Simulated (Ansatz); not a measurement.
Ansatz (a quantum-chemistry and plane-wave program) job for B(F)2(Et) (C₂H₅BF₂), SMILES CCB(F)F, CAM-B3LYP/def2-SVPD. The structure is a stationary point at PBE0-D3(BJ)/def2-SVP. Other conformers were not sampled.

Ansatz 0.2 input:
```yaml
crystal:
  periodic: [false, false, false]
  atoms:
    - {symbol: B, position_ang: [0.01239307, 0.60689203, 0.00000000]}
    - {symbol: F, position_ang: [-1.30709108, 0.69747293, -0.00000000]}
    - {symbol: F, position_ang: [0.67216877, 1.75400595, -0.00000000]}
    - {symbol: C, position_ang: [0.76181410, -0.76282410, -0.00000000]}
    - {symbol: C, position_ang: [-0.12147437, -2.00331283, -0.00000000]}
    - {symbol: H, position_ang: [1.44425882, -0.75519095, 0.87008005]}
    - {symbol: H, position_ang: [1.44425882, -0.75519095, -0.87008005]}
    - {symbol: H, position_ang: [-0.77612652, -2.03104522, -0.88431624]}
    - {symbol: H, position_ang: [-0.77612652, -2.03104522, 0.88431624]}
    - {symbol: H, position_ang: [0.47403236, -2.92847618, 0.00000000]}
basis:
  gaussian:
    orbitals: def2-SVPD
hamiltonian:
  xc: {name: CAM-B3LYP}
```

Output:

```
WARN ansatz: RAYON_NUM_THREADS=1 ignored (pool sized by the plan → 1); use --threads N
Functional definition: CAM-B3LYP
integrals: 0.08 GiB planned
1187 factors; their error is unknown
integrals: 0.11 GiB planned
492 factors; integrals over basis functions are off by at most 2.5e-5 eV
mean field: 0.79 GiB planned
mean field evaluation 1: about -8255.5672 eV, gradient 5.1e1 eV
mean field evaluation 2: about -8255.8488 eV, gradient 5.2e1 eV
mean field evaluation 4: about -8260.6441 eV, gradient 1.8e0 eV
mean field evaluation 8: about -8260.6514 eV, gradient 4.4e-2 eV
mean field evaluation 16: about -8260.6509 eV, gradient 3.9e-5 eV
mean field -8260.65088839 eV, -303.5733208780 hartree, gradient 3.9e-5 eV, S^2 0.000000; 0 other end points of the search recorded, 0 dependent functions left out
reference -8260.65101855 eV, -303.5733256613 hartree; 20, 20 occupied and 126, 126 virtual orbitals, 1187 factors
Total energy: -8260.65101855 eV, -303.5733256613 hartree
```

The run converged.

Cost: roughly 4 core-seconds.
